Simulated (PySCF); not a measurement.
# Si: excitation energy

Si [Ne] 3s2 3p2 (3P) → Si [Ne] 3s1 3p3 (5S), as a difference of total energies. Computed with PySCF 2.14 in aug-cc-pCVTZ-DK with one added diffuse shell each of s, p, d, f type (9s8p6d4f, 91 functions), with the spin-free X2C one-electron Hamiltonian (Gaussian nucleus). Correlated levels: valence: [Ne] frozen; valence and next inner shell: 1s2 frozen; nothing frozen. The calculations carry no spin-orbit coupling.

```tsv
method	excitation energy (eV)
UHF	2.669
LDA	4.353
PBE	4.265
PBE0	4.091
r2SCAN	3.678
BP86	4.303
MN15	4.257
wB97X	4.255
TPSSh	4.202
MP2 (valence)	3.628
SCS-MP2 (valence)	4.099
MP2 (valence and next inner shell)	3.786
SCS-MP2 (valence and next inner shell)	4.214
MP2 (all electrons)	3.781
SCS-MP2 (all electrons)	4.211
```

Q: How much does correlation contribute at MP2 (all electrons)?

A: 3.781 − (2.669) = 1.112 eV, measured against UHF.

A first-order spin-orbit estimate (lowest level to lowest level, LS coupling) adds 0.016 eV.
